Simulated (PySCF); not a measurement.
## KB from Hartree–Fock to correlated methods

State: ³Π (triplet), unpaired electrons σ ↑, π ↑. Set-up: PySCF, no relativity, basis sets K def2-SVPD, B def2-SVPD. De refers to K + B in their high-spin ground configurations, without counterpoise correction. The functionals are run spin-unrestricted. A positive dipole means K(−)B(+).

| Level | Re (Å) | ωe (cm⁻¹) | De (eV) | μ (D) |
| --- | --- | --- | --- | --- |
| UHF | 2.924 | 288 | 0.365 | -10.23 |
| UHF-MP2 | 2.901 | 282 | 0.68 | n/a |
| UHF-SCS-MP2 | 2.902 | 283 | 0.58 | n/a |
| UHF-CCSD | 2.915 | 271 | 0.63 | n/a |
| UHF-CCSD(T) | 2.918 | 268 | 0.67 | n/a |
| PBE | 2.892 | 261 | 1.09 | -6.52 |
| PW91 | 2.884 | 264 | 1.11 | -6.63 |
| r²SCAN | 2.896 | 273 | 1.13 | -7.67 |
| TPSSh | 2.889 | 272 | 1.03 | -7.70 |
| PBE0 | 2.874 | 275 | 0.98 | -7.71 |
| HSE06 | 2.876 | 273 | 0.98 | -7.55 |
| BHandHLYP | 2.879 | 275 | 0.71 | -8.22 |

Task: Which functional lies closest to UHF-CCSD(T) in De, which farthest, and by how much do they differ from it?

Result: Closest is BHandHLYP (-3.9 pm in Re, +2.6 % in ωe, +0.04 eV in De against UHF-CCSD(T) in the same basis), farthest r²SCAN (-2.2 pm in Re, +1.9 % in ωe, +0.46 eV in De). CCSD(T) converges more slowly with the basis than the functionals do and binds too weakly in this one, so the order can change at the basis-set limit.

Task: What does a quarter of exact exchange do here, going from PBE to PBE0?

Result: PBE0 less PBE: -1.8 pm in Re, +5.4 % in ωe, -0.11 eV in De. Exact exchange removes part of the self-interaction that spreads semilocal densities, and in most molecules shortens and stiffens the bond and lowers De; so it does here.

Task: What does the triples do here, going from UHF-CCSD to UHF-CCSD(T)?

Result: UHF-CCSD(T) less UHF-CCSD: +0.3 pm in Re, -1.1 % in ωe, +0.04 eV in De. Correlation nearly always deepens the well. The bond lengthens, as in strong covalent bonds, where excitations into antibonding orbitals dominate.

Correlated steps freeze 6 core orbitals. Correlated levels converge slowly with the basis: in double zeta they bind strong bonds too weakly, by up to about 1 eV, and carry superposition errors of some tenths. The state was picked by a PBE0 search and need not be the measured ground state.

The whole job (state search and all levels along the bond) took about 2.1 min on 1 thread of Arm Neoverse V1 (shared host), peak memory 0.58 GiB.
